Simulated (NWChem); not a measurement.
System: CHBrCl₂; SMILES ClC(Cl)Br

Here is an NWChem input.

```
start job
memory heap 200 mb stack 900 mb global 1100 mb
geometry units angstroms
  Cl    -0.078796     1.312127    -1.456861
  C      0.479311     0.495780     0.000000
  Cl    -0.078796     1.312127     1.456861
  Br    -0.034026    -1.373169     0.000000
  H      1.573461     0.512275     0.000000
end
basis spherical
  Cl library def2-svp
  C library def2-svp
  Br library def2-svp
  H library def2-svp
end
dft
  xc xpbe96 cpbe96
  iterations 150
end
driver
  maxiter 120
end
task dft optimize
task dft freq
```

This build's default masses of Se (78.918 u) and Br (79.917 u) are each other's, which moves their modes by up to 0.6 %.

The level has its own optimisation; frequencies are unscaled.

Question: What results follow from this input? (PBE/def2-SVP.) Quantities: r C–Cl (Å); r Br–C (Å); r C–H (Å); highest harmonic frequency (cm⁻¹); lowest (cm⁻¹); zero-point energy (kcal/mol); dipole (D).

Answer: 
```
Property                           Value
---------------------------------  -----
r C–Cl (Å)                         1.778
r Br–C (Å)                         1.962
r C–H (Å)                          1.102
highest harmonic frequency (cm⁻¹)   3100
lowest (cm⁻¹)                        206
zero-point energy (kcal/mol)        11.6
dipole (D)                          1.03
```
